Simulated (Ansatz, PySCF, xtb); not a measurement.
Dimer: H2O (SMILES O) (first 3 atoms) with CH2O (SMILES C=O); geometry from B3LYP-D3(BJ)/def2-TZVP.
(charge 0, multiplicity 1):
```xyz
7

O     -0.15034     0.43763    -0.11458
H      0.49207     0.16848    -0.77930
H     -0.52355    -0.38205     0.22991
C     -0.00201     0.57211     2.69855
O     -0.40590    -0.54843     2.85926
H      1.07750     0.81204     2.69975
H     -0.68409     1.42763     2.54715
```

Interaction energies are E(AB) − E(A) − E(B) at the monomers' geometry in the complex; basis-set methods are counterpoise corrected.

Rows in 6-31G* carry no dispersion term and start afresh at each structure (6-31G* with six Cartesian d functions).

Codes used: Ansatz (a program for electronic structure) with Gaussian orbitals; PySCF for 6-31G* rows, the dispersion terms; xtb for the GFN methods. Values without a source in brackets are computed.

Question: One of these levels gives -96.9 meV for the interaction energy. Which?
(A) GFN2-xTB
(B) HF/6-31G*
(C) r2SCAN-D3(BJ)/def2-TZVPPD
(D) PBE-D3(BJ)/def2-TZVPPD

Answer: B, HF/6-31G*. The others give -114.7 (GFN2-xTB), -133.3 (PBE-D3(BJ)/def2-TZVPPD), -150.2 (r2SCAN-D3(BJ)/def2-TZVPPD)
